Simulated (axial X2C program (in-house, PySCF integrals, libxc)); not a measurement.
MoGe: from the spin-free to the two-component result

All values were computed with an in-house relativistic program for diatomic molecules. Spin-free means the one-electron spin-free X2C Hamiltonian; two-component (2c) means X2C with spin–orbit coupling and atomic mean-field two-electron Coulomb and Gaunt terms, so the difference of the two also holds small scalar two-electron terms. Basis: Mo dyall-cv3z [11s12p9d5f3g], Ge dyall-cv3z [9s9p7d4f1g] (cores contracted in-house); Gaussian nuclei, density fitting, unrestricted open shells. Masses: Mo 97.905 u, Ge 73.921 u.

Spin-free state: M_S = 2, Λ = 1 (beyond evenly filled blocks: σα, π+α, π+β, π-α, δ+α, δ-α); fragments Mo + Ge.

```csv
level,Re (Å),ωe (cm⁻¹),De (eV),μ (D)
PBE0,2.457,215.8,1.697,-2.38
r2SCAN,2.429,232.1,1.698,-2.42
```

Dipoles are positive if Ge is the positive end.

Two-component determinant lowest at the distance of the search:

Ω = 3 (⟨Sz⟩ = 2.00, ⟨Lz⟩ = 1.00 at PBE0); fragments Mo + Ge.

```csv
level,Re (Å),ωe (cm⁻¹),μ (D)
PBE0,2.458,214.9,-2.36
r2SCAN,2.429,231.4,-2.40
```

From the two tables, how do the constants change at the PBE0 level (2c against spin-free)?

At the PBE0 level Re goes up by 0.001 Å and ωe decreases by 0.9 cm⁻¹.

One determinant describes the state; a PBE0 search over occupations chose it and may have missed a lower one. De is counted from the lowest determinant-based energies of the atoms at the same level, without counterpoise correction. De is not given where an atomic determinant may have missed its ground term or J level, or where the truncated virtual space spoils (T). Density functionals use the spin component along the axis (collinear). PBE0 can misorder states that lie within some tenths of an eV, so this need not be the ground state of the molecule. The nearest other spin-free determinant of the search, M_S = 2, Λ = 0, lies 0.21 eV up at the distance of the search. The functionals have no current-density term, which raises determinants with orbital currents, atoms included. With several unpaired electrons one determinant need not be a pure state. A state of lower Ω lies just above, and one determinant can place such states too high, so the state shown need not be the lowest. The search has Ω = 1 only 0.11 eV up. Open-shell Ω = 0 determinants with evenly filled partner blocks cannot be reached by this program, so the Ω shown need not be the lowest component. The determinant is spin-polarised beyond a pure state at some levels (its spin-free form has ⟨S²⟩ too high), which makes Re and μ there less reliable.
